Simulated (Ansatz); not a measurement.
CH6SiZn, SMILES `[SiH3][CH2][ZnH]`, relaxed with RKS PBE0-D4/def2-TZVP in Ansatz 0.2.0 from a PBE-D4/def2-SVP geometry. The force threshold is 0.005 eV/Å; the program also tests the step.

Charge 0, multiplicity 1.

Start:

```xyz
9

Si    0.234    1.126    0.514
C     0.115   -0.228   -0.784
Zn   -0.585   -1.907   -0.086
H    -1.126    1.426    1.097
H     0.791    2.426   -0.018
H     1.121    0.694    1.657
H     1.124   -0.409   -1.216
H    -0.537    0.120   -1.616
H    -1.137   -3.248    0.452
```

By how much does the energy fall, and how many steps does the optimiser take? (An estimate is asked.)

Ansatz gave: 0.54 kcal/mol, in 5 steps.

Which bonds change most? (Estimate.)

Computed: Si1–C2 from 1.880 to 1.858 Å; Si1–H5 from 1.511 to 1.491 Å; Si1–H6 from 1.510 to 1.491 Å; Si1–H4 from 1.510 to 1.491 Å.

Give the relaxed structure. (Estimate.)

Ansatz gave: 
```xyz
9

Si    0.233    1.121    0.510
C     0.119   -0.217   -0.775
Zn   -0.583   -1.896   -0.089
H    -1.110    1.410    1.088
H     0.776    2.405   -0.019
H     1.116    0.695    1.634
H     1.112   -0.406   -1.198
H    -0.526    0.117   -1.596
H    -1.137   -3.230    0.446
```
